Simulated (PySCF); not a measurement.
# How the method moves the HOMO and LUMO of `C[SiH2]C[SiH3]`

Compound: C₂H₁₀Si₂.
Cartesian coordinates in Å at the PBE0-D3(BJ)/def2-SVP level; atoms count from 1:
```
atom  x, y, z in Å
C1    -1.8360    0.4767   -0.3570
Si2   -0.9501   -0.2075    1.1525
C3     0.8813    0.2422    1.1445
Si4    1.8715   -0.4107   -0.3146
H5    -1.7608    1.5749   -0.3912
H6    -2.9039    0.2103   -0.3334
H7    -1.4067    0.0771   -1.2886
H8    -1.5885    0.3317    2.3962
H9    -1.0830   -1.6994    1.1852
H10    1.3356   -0.1432    2.0739
H11    0.9810    1.3413    1.1747
H12    1.7283   -1.8961   -0.4203
H13    1.3831    0.1943   -1.5933
H14    3.3245   -0.0857   -0.1736
```

Basis pcSseg-2 throughout (PySCF), one geometry. The structure is a single PBE0-D3(BJ)/def2-SVP conformer in the gas phase; no vibrational or solvent corrections.

**Question.** How do the orbital energies, the gap and the dipole change with the method?

**Answer.** 
```csv
method,kind,HOMO (eV),LUMO (eV),gap (eV),μ (D),SCF cycles
BLYP,GGA,-7.23,-0.39,6.83,0.73,14
OPBE,GGA,-7.33,-0.28,7.05,0.75,15
B97-D,GGA,-7.34,-0.33,7.00,0.73,14
PBE,GGA,-7.34,-0.48,6.86,0.74,14
LDA,LDA,-7.41,-0.67,6.74,0.74,13
KT2,GGA,-7.41,-0.57,6.84,0.71,15
BP86,GGA,-7.44,-0.43,7.01,0.74,14
KT3,GGA,-7.45,-0.55,6.90,0.71,14
B97-2,global hybrid,-8.35,0.30,8.65,0.73,11
B3LYP,global hybrid,-8.38,0.03,8.41,0.71,14
PBE0,global hybrid,-8.59,0.26,8.85,0.73,12
mPW1PW91,global hybrid,-8.62,0.27,8.89,0.73,12
BHandHLYP,global hybrid,-9.75,0.90,10.66,0.69,11
CAM-B3LYP,range-separated hybrid,-9.93,1.06,10.99,0.70,11
wB97X-D,range-separated hybrid,-10.43,1.94,12.38,0.72,12
LC-wPBE,range-separated hybrid,-11.29,2.19,13.48,0.71,12
HF,Hartree–Fock,-11.61,2.62,14.23,0.69,9
```

The HOMO spans 4.38 eV, from BLYP down to HF, and the gap runs from 6.74 eV (LDA) to 14.23 eV (HF). Over the methods BLYP (0 %), OPBE (0 %), B97-D (0 %), PBE (0 %), LDA (0 %), KT2 (0 %), BP86 (0 %), KT3 (0 %), B97-2 (21 %), B3LYP (20 %), PBE0 (25 %), mPW1PW91 (25 %), BHandHLYP (50 %), HF (100 %), a straight line through the gap against the share of exact exchange rises by 0.74 eV for each 10 % (correlation coefficient 0.999). The dipole ranges from 0.69 D (HF) to 0.75 D (OPBE). This basis has no diffuse functions.
